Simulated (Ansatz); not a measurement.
CH6N2OSi, SMILES `NC1(N)O[SiH2]1`. Total charge 0; spin multiplicity 1. All single points use the PBE0-D4/def2-TZVP geometry. It is one conformer, not always the lowest.

```xyz
11

N    -0.784   -0.332   -1.244
C     0.085   -0.061   -0.165
N     1.470   -0.201   -0.477
O    -0.101    1.231    0.529
Si   -0.421   -0.016    1.591
H    -1.758   -0.323   -0.975
H    -0.642    0.333   -1.999
H     1.836    0.674   -0.836
H     1.608   -0.940   -1.153
H    -1.833   -0.124    2.037
H     0.540   -0.242    2.693
```

Q: What is the dipole moment at PBE/def2-TZVPP? (Estimate.)

A: Ansatz gave: 1.14 D, with components (-0.69, -0.37, -0.83) D in this frame, pointing from negative to positive charge.

Q: And with r2SCAN, B3LYP, ωB97M-V? (Estimate.)

A: The calculation gave: r2SCAN 1.14 D, B3LYP 1.13 D, ωB97M-V 1.14 D.

Q: Give the Mulliken charges with PBE, ωB97M-V, B3LYP in def2-TZVPP. (Best estimate.)

A: Ansatz gave: 
| atom | PBE | ωB97M-V | B3LYP |
| --- | --- | --- | --- |
| N1 | -0.28 | -0.24 | -0.29 |
| C2 | 0.18 | 0.18 | 0.25 |
| N3 | -0.33 | -0.31 | -0.35 |
| O4 | -0.33 | -0.40 | -0.41 |
| Si5 | 0.33 | 0.38 | 0.42 |
| H6 | 0.14 | 0.11 | 0.13 |
| H7 | 0.12 | 0.10 | 0.11 |
| H8 | 0.15 | 0.12 | 0.14 |
| H9 | 0.15 | 0.12 | 0.14 |
| H10 | -0.07 | -0.03 | -0.07 |
| H11 | -0.06 | -0.03 | -0.06 |

B3LYP here is the variant with VWN-RPA as its local correlation; programs differ in this.
